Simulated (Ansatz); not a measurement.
The cluster Ag2O⁻. The state is a doublet with charge -1. Geometry PBE-D4/def2-TZVPD, basis def2-TZVPD, Ansatz.

```xyz
3

Ag    0.396    0.625    1.320
Ag   -0.217   -1.347   -0.653
O    -0.178    0.723   -0.667
```

| run | HOMO (eV) | LUMO (eV) |
| --- | --- | --- |
| A | 0.55 | 1.53 |
| B | 0.51 | 1.22 |
| C | 0.20 | 1.84 |
| D | 0.22 | 1.67 |
| E | 0.69 | 1.30 |
| F | 0.05 | 1.75 |

In the def2 sets Ag takes a core potential; there is no spin–orbit coupling. B3LYP takes the VWN-RPA correlation. HSE06 is defined as in plane-wave codes, on full-range PBE exchange. The structure comes from a short search, and lower isomers may exist.

HOMO and LUMO are taken over both spins.

**Question.** The runs used B3LYP, HSE06, PBE, PBE0, r2SCAN, r2SCAN0. Estimate which is which.

**Answer.** A HSE06 (range-separated); B r2SCAN (0 % exact exchange); C PBE0 (25 % exact exchange); D B3LYP (20 % exact exchange); E PBE (0 % exact exchange); F r2SCAN0 (25 % exact exchange). Exact exchange lowers occupied and raises empty levels; among semilocal functionals meta-GGAs tend to open the gap a little, and such runs are hard to tell apart. The gap grows from 0.61 eV (PBE) to 1.70 eV (r2SCAN0). At HSE06-D4/def2-TZVPD, r2SCAN-D4/def2-TZVPD, PBE0-D4/def2-TZVPD, B3LYP-D4/def2-TZVPD and others the highest occupied level of the charge -1 doublet lies above zero (up to 0.69 eV). By energy differences its removal costs 1.52 eV (vertical, to the charge 0 singlet, at PBE-D4/def2-TZVPD); a positive level beside a positive removal energy at the same level points to self-interaction error.
